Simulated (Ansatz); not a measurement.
`[SiH3][O][In]([SH])[Br]` → Br• + 4 H• + In• + O• + S• + Si•  (atomization)

Computed with Ansatz on PBE0-D4/def2-TZVP structures; ΔE is electronic, products minus reactants. CCSD(T)/CBS is the MP2 limit (def2-TZVPP, def2-QZVPP) plus CCSD(T) − MP2 in def2-TZVPP, frozen cores. This one scheme is used for every species, atoms too. DFT in def2-TZVPP. Open shells (•) are unrestricted, without spin–orbit coupling. Spin–orbit coupling would lower the free atoms: a little for O, S, Si; clearly for Br; strongly for In. Elements past krypton have def2 core potentials. For Br, In outer-core shells are correlated without core-valence functions, so the limit isn't a true one: a few kJ/mol of doubt a bond, and 10 to 20 or more in all where bonds break to atoms. Scalar relativity is left out up to krypton. Each species was taken in one conformer, which may not be the lowest.

`[SiH3][O][In]([SH])[Br]`:

Cartesian coordinates in Å:
```
Si 0.529 1.734 -0.184
O -0.129 0.366 0.425
In -0.289 -1.499 -0.176
S -1.385 -3.023 1.239
Br 0.681 -2.031 -2.356
H 2.006 1.605 -0.332
H -0.039 2.061 -1.522
H 0.235 2.852 0.750
H -1.610 -2.065 2.156
```

Problem. What is ΔE at CCSD(T)/CBS? (Estimate.)

Solution. The calculation gave: +2708.7 kJ/mol.

Problem. What do these levels give: PBE0-D4, ωB97M-V, PBE, SCS-MP2/def2-TZVPP, CCSD(T)/def2-TZVPP, CCSD/CBS(def2)? (Estimate.)

Solution. Ansatz gave: PBE0-D4 2633.9, ωB97M-V 2679.4, PBE 2642.9, SCS-MP2/def2-TZVPP 2635.2, CCSD(T)/def2-TZVPP 2609.3, CCSD/CBS(def2) 2660.6 kJ/mol.

Largest T1 diagnostic among the species: 0.015.

In def2-TZVPP, CCSD(T) changes the Hartree–Fock value by +690.4 kJ/mol (the triples alone add +48.1 kJ/mol) and MP2 by +733.6 kJ/mol; breaking electron pairs costs correlation energy, which Hartree–Fock lacks. From PBE to PBE0 (25 % exact exchange), in def2-TZVPP and without D4, ΔE moves by −30.7 kJ/mol: exact exchange takes away binding that semilocal exchange gives to molecules. The D4 term adds +40.2 kJ/mol with B3LYP and +21.7 kJ/mol with PBE0; it sums over pairs of atoms, weighted by their polarisabilities, and B3LYP, whose exchange is more repulsive, gets the larger term.

B3LYP here is the variant with VWN-RPA as its local correlation; programs differ in this.

For atomizations the MP2-based limit and the directly extrapolated one differ by several kJ/mol either way, and by 10 to 25 for some Ge, Se and Sn compounds, so smaller differences from it don't rank the levels.
